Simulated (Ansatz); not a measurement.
A run on CH6AlClSi with other settings.

```yaml
crystal:
  periodic: [false, false, false]
  atoms:
    - {symbol: Si, position_ang: [-1.309297, 1.376663, 0.095020]}
    - {symbol: Al, position_ang: [0.498609, -0.017186, -0.784146]}
    - {symbol: C, position_ang: [1.384544, -1.244053, 0.470037]}
    - {symbol: Cl, position_ang: [0.035341, -2.338282, -0.172143]}
    - {symbol: H, position_ang: [-0.891157, 2.805777, 0.205113]}
    - {symbol: H, position_ang: [-1.722393, 0.935492, 1.458896]}
    - {symbol: H, position_ang: [-2.521939, 1.347194, -0.772309]}
    - {symbol: H, position_ang: [1.057472, 0.016297, -2.266498]}
    - {symbol: H, position_ang: [1.234827, -1.187385, 1.545007]}
    - {symbol: H, position_ang: [2.317093, -1.745718, 0.224024]}
basis:
  gaussian: {orbitals: def2-SVP, final_grid: {core_spheres: 8, valence_spheres: 7, degree: 23}, point_charges: [{charge: 1.00, position_ang: [5.069, -0.922, 0.605]}]}
hamiltonian: {xc: {name: SPW92}}
output: {forces: true}
```

```sh
$ ansatz run in.yaml --threads 2 --pin off --events-out ev --progress --plain --max-ram 4352MiB
```

Output, abridged:

```
Functional definition: SPW92
1090 factors; their error is unknown
mean field evaluation 1: about -28001.1259 eV, gradient 5.8e1 eV
mean field evaluation 2: about -27982.5266 eV, gradient 9.1e1 eV
mean field evaluation 4: about -28009.9629 eV, gradient 5.4e0 eV
mean field evaluation 8: about -28009.9999 eV, gradient 1.6e-1 eV
mean field evaluation 16: about -28010.0000 eV, gradient 7.0e-5 eV
mean field -28010.00000771 eV, -1029.3485144235 hartree, gradient 7.0e-5 eV, S^2 0.000000; 0 other end points of the search recorded, 0 dependent functions left out
reference -28010.00004623 eV, -1029.3485158392 hartree; 28, 28 occupied and 70, 70 virtual orbitals, 1090 factors
Total energy: -28010.00004623 eV, -1029.3485158392 hartree
Atom 0 at    -1.309297     1.376663     0.095020 Å, force     0.261047    -0.223984    -0.108790 eV/Å
Atom 1 at     0.498609    -0.017186    -0.784146 Å, force    -0.649675     0.380799     0.037486 eV/Å
Atom 2 at     1.384544    -1.244053     0.470037 Å, force    -0.600183    -0.035331    -0.462179 eV/Å
Atom 3 at     0.035341    -2.338282    -0.172143 Å, force     0.309592     0.262299     0.055824 eV/Å
Atom 4 at    -0.891157     2.805777     0.205113 Å, force     0.148338     0.266040     0.006054 eV/Å
Atom 5 at    -1.722393     0.935492     1.458896 Å, force    -0.039624    -0.125473     0.286493 eV/Å
Atom 6 at    -2.521939     1.347194    -0.772309 Å, force    -0.185327    -0.058076    -0.212172 eV/Å
Atom 7 at     1.057472     0.016297    -2.266498 Å, force     0.226588    -0.078606    -0.127054 eV/Å
Atom 8 at     1.234827    -1.187385     1.545007 Å, force    -0.106400     0.096749     0.730056 eV/Å
Atom 9 at     2.317093    -1.745718     0.224024 Å, force     0.685068    -0.491514    -0.173127 eV/Å
Dipole moment:    -0.154322    -0.080002     0.135535 e Å
```

It took 1.1 s on 2 threads of an Intel Xeon Platinum 8175M on a shared host, with 0.44 GiB of host memory at the peak.
